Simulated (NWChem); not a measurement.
GeH3F; SMILES [F][GeH3]

```xyz
5

Ge     0.0000     0.0000    -0.2775
F      0.0000     0.0000     1.4664
H     -0.4332    -1.4064    -0.7170
H      1.4345     0.3281    -0.7170
H     -1.0014     1.0783    -0.7170
```
Atoms are numbered in this order, from 1.

All runs use the structure optimised with PBE0/def2-SVP.

### Question
List the 6 lowest vertical singlet excitations from Hartree-Fock/aug-cc-pVDZ, TDHF (NWChem).

### Answer
| state | energy (eV) | oscillator strength | leading excitation (squared amplitude) |
|---|---|---|---|
| S1 | 8.94 | 0.001 | HOMO−1 → LUMO+1 (0.57) |
| S2 | 8.94 | 0.001 | HOMO → LUMO+1 (0.57) |
| S3 | 9.71 | 0.270 | HOMO → LUMO (0.71) |
| S4 | 9.71 | 0.270 | HOMO−1 → LUMO (0.71) |
| S5 | 10.12 | 0.000 | HOMO−1 → LUMO+9 (0.21) |
| S6 | 11.05 | 0.246 | HOMO−1 → LUMO+3 (0.32) |
